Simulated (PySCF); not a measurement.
Compound: trimethoxysilane, C₃H₁₀O₃Si.
Z-matrix (Å and degrees, GFN2-xTB geometry), rows numbered from 1:
```
C 
O   1  1.4018
Si  2  1.6161  1  130.70
O   3  1.6164  2  108.80  1    39.97
C   4  1.3993  3  127.91  2  -175.81
O   3  1.6304  2  115.70  1   -78.02
C   6  1.3990  3  127.53  2   -54.25
H   1  1.0907  2  110.64  3   -47.75
H   1  1.0931  2  110.78  3    73.11
H   1  1.0911  2  107.63  3  -167.51
H   3  1.4538  2  100.14  1   161.09
H   5  1.0909  4  110.93  3    49.08
H   5  1.0923  4  110.20  3   -71.59
H   5  1.0908  4  107.81  3   169.20
H   7  1.0919  6  111.14  3    41.38
H   7  1.0912  6  107.92  3   161.53
H   7  1.0927  6  110.26  3   -79.09
```

Computed, not measured: TDDFT wB97X-D/def2-SVPD, vertical, gas phase, core orbitals frozen in the response in PySCF 2.14.0, density-fitted response routines.

Frontier orbitals with the atoms that hold most of them (Löwdin shares over 4%, at most four atoms; ? is withheld):

```tsv
orbital	ε (eV)	atoms
LUMO+2	2.80	C1 19%, O6 10%, H10 8%, O2 8%
LUMO+1	2.62	C5 18%, C7 12%, O4 9%, H13 8%
LUMO	2.21	Si3 24%, C7 14%, C1 11%, C5 7%
HOMO	?	?
HOMO-1	-10.23	?
HOMO-2	-10.27	O6 46%, C7 12%, O4 9%, H17 7%
HOMO-3	-10.76	O2 42%, C1 14%, O4 11%, H8 8%
```

Task: Which atoms hold the HOMO-1, and with what shares?

Result: O4 (bonded to C and Si) 45%; C5 (bonded to O and 3 H) 12%; Si3 (bonded to 3 O and H) 9%; H11 (bonded to Si) 7%.

Task: Give the leading atoms of the HOMO.

Result: O2 (bonded to C and Si) 41%; O6 (bonded to C and Si) 22%; C1 (bonded to O and 3 H) 10%; H9 (bonded to C) 6%. By element: oxygen 62% or more, carbon 10% or more, hydrogen 6% or more.

Task: What is the HOMO energy, and the HOMO–LUMO gap?

Result: ε(HOMO) = -10.15 eV; the gap is 12.36 eV (0.4542 hartree).

Task: The HOMO–LUMO gap is 12.36 eV. Where does the response calculation put the lowest singlet, and from which orbitals?

Result: S1 is at 8.14 eV (f = 0.0009), 4.22 eV below the gap, made of HOMO→LUMO (46%), HOMO-2→LUMO (21%). 

Next come S2 at 8.19 eV (f 0.0039), HOMO-1→LUMO+1 (28%), HOMO-2→LUMO (21%), HOMO-1→LUMO (21%); S3 at 8.26 eV (f 0.015), HOMO-2→LUMO (21%), HOMO-1→LUMO (19%), HOMO→LUMO (19%); S4 at 8.62 eV (f 0.018), HOMO→LUMO+2 (21%), HOMO-3→LUMO (18%), HOMO→LUMO+1 (13%); S5 at 8.69 eV (f 0.0047), HOMO-2→LUMO+1 (40%), HOMO-3→LUMO (12%), HOMO-2→LUMO+4 (8%).

Löwdin shares depend on the basis, the more so with diffuse functions.

Hardware: x86-64 server, one thread, shared host. Cost: 37 s.

One conformer stands for the species.
